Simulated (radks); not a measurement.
The numbers below are computed, except where a source is named.
Numerical settings for the gold ion Au3+, [Xe] 4f14 5d8. Code: a radial shooting solver on a logarithmic mesh with Libxc functionals. Model: Dirac Kohn-Sham, PBE, spin-unpolarised, spherical densities, finite nucleus; open shells fill j = l - 1/2 first; Fermi nuclear charge, rms radius 5.4371 fm. The defaults (mesh step 0.008 in ln r, mesh end at 40 bohr or more with all orbitals vanishing there, Anderson mixing 0.5 over 9 steps, residual threshold near 1e-9 with the energy settled to 1e-9 hartree or 1e-11 of itself, here a cap of 78 iterations) give E = -19041.479 hartree and 5d5/2 at -39.755 eV in 15 iterations. Run on one thread of a shared host, so times are rough (Arm Neoverse N1): 0.22 s of CPU time, 0.22 s wall, 15 iterations on 2213 mesh points. Changes against that run (0 stands for a change within the tolerance of the run):

| setting | iterations | converged | E (mhartree) | e(5d5/2) (meV) | CPU (s) |
|---|---|---|---|---|---|
| mesh step in ln r 0.08 | 2 | no | diverged | - | 0.02 |
| mesh step in ln r 0.03 | 15 | yes | +0.0074 | 0 | 0.08 |
| mesh step in ln r 0.12 | 4 | no | diverged | - | 0.02 |
| mesh end (bohr) 5 | 15 | yes | +1.86 | +61.1 | 0.2 |
| mesh end (bohr) 1 | 14 | level above zero | +2.17e+05 | +5.48e+05 | 0.14 |
| residual threshold 1e-13 | 25 | yes | 0 | 0 | 0.29 |
| residual threshold 0.001 | 10 | yes | 0 | +0.183 | 0.17 |
| mixing 1.5 | 15 | yes | 0 | 0 | 0.22 |
| linear mixing, mixing 0.05 | 78 | no | +0.114 | -248 | 0.92 |
| linear mixing, mixing 0.8 | 78 | no | +0.00213 | +7.89 | 1.1 |
| mixing history 2 | 21 | yes | 0 | 0 | 0.26 |
| iteration cap 8 | 8 | no | +0.00178 | +12 | 0.12 |

Settled on a wrong energy, with an occupied level pushed above zero by the early mesh end: mesh end (bohr) 1 (+217 hartree). Apart from these: settings that end as converged yet miss the energy by more than 1 mhartree: mesh end (bohr) 5 (+0.00186 hartree). A mesh that ends early acts as a hard wall.
